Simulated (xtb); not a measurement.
Species: C$_{3}$H$_{4}$O$_{2}$, SMILES `CC(=O)C=O` (charge 0, multiplicity 1).

Task: Give a relaxed geometry from GFN2-xTB (xtb).

Result: Several could match; the one computed here: the end point of this relaxation, one of several conformers (outside a Z-matrix the atoms follow the SMILES, hydrogens last).
Z-matrix (Å, degrees):
```
C
O 1 1.2048
C 1 1.4940 2 125.70
H 3 1.0860 1 110.91 2 -7.12
H 3 1.0883 4 110.83 1 121.67
H 3 1.0896 4 109.78 5 118.14
C 1 1.5299 2 119.86 3 179.88
O 7 1.1977 1 124.25 2 172.37
H 7 1.1053 8 122.88 1 179.30
```
